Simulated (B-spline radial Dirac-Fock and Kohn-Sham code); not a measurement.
# Elastic and transport cross sections of manganese for electrons

Calculated with an atomic code on a B-spline grid, using relativistic (Dirac) partial waves in the static field of the Dirac-Fock atom with Furness-McCarthy exchange, without polarisation or absorption potentials. σ_tr1 and σ_tr2 weight the cross section with 1 − P₁ and 1 − P₂ of cos θ; "backward" is the share scattered beyond 90°.

```
energy (eV)  σ (a₀²)  σ_tr1 (a₀²)  σ_tr2 (a₀²)  σ/σ_tr1  backward (%)
       5340     2.25       0.0840        0.171     26.8          0.73
       5420     2.23       0.0820        0.167     27.1          0.72
       6380     1.98       0.0631        0.132     31.4          0.58
       7910     1.69       0.0445       0.0959     38.0          0.43
      10000     1.42       0.0302       0.0670     46.8          0.32
      10500     1.36       0.0279       0.0621     48.9          0.30
      11300        ?            ?            ?        ?             ?
      11600     1.26       0.0236       0.0532     53.4          0.26
      12800     1.17       0.0200       0.0455     58.3          0.23
      13200     1.14       0.0190       0.0433     60.0          0.22
      14200     1.08       0.0168       0.0386     64.0          0.20
```

Question: Fill in the row for 11.3 keV.

Answer: σ = 1.29 a₀², σ_tr1 = 0.0247 a₀², σ_tr2 = 0.0554 a₀², σ/σ_tr1 = 52.2, backward 0.27 %. The ratio σ/σ_tr1 is roughly the number of elastic collisions that randomise the direction.
